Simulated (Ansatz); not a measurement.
Calculated with Ansatz (gas phase, PBE0-D4/def2-TZVP geometries, no zero-point term in ΔE). CCSD(T)/CBS is the MP2 limit (def2-TZVPP, def2-QZVPP) plus CCSD(T) − MP2 in def2-TZVPP, frozen cores. Functionals use def2-TZVPP. HSE06 is defined as in plane-wave codes. Elements past krypton have def2 core potentials. For Br, In outer-core shells are correlated without core-valence functions, which leaves a few kJ/mol of doubt a bond. Scalar relativity is left out up to krypton. One conformer a species, not always the lowest.

Reaction (ligand exchange at the In–Br bond): `[CH3][In]([F])[Br]` + `O[SiH3]` → `[CH3][In]([F])[O][SiH3]` + HBr

CCSD(T)/CBS gives +20.6 kcal/mol.

(1) Another level gave +22.3 kcal/mol. Which?
A. B97M-V/def2-TZVPP
B. RPA@PBE/def2-TZVPP
C. r2SCAN-D4/def2-TZVPP
D. HSE06/def2-TZVPP

Largest T1 diagnostic among the species: 0.015.

Results:

(1) C. r2SCAN-D4 22.3, RPA@PBE/def2-TZVPP 18.6, B97M-V 21.1, HSE06 24.0 kcal/mol.

In def2-TZVPP, CCSD(T) changes the Hartree–Fock value by −4.8 kcal/mol (the triples alone add −0.6 kcal/mol) and MP2 by −4.2 kcal/mol. From PBE to PBE0 (25 % exact exchange), in def2-TZVPP and without D4, ΔE moves by +1.3 kcal/mol.

CCSD(T)/CBS has its own doubt, a few kJ/mol and more with outer-core shells, so smaller differences from it don't rank the levels.
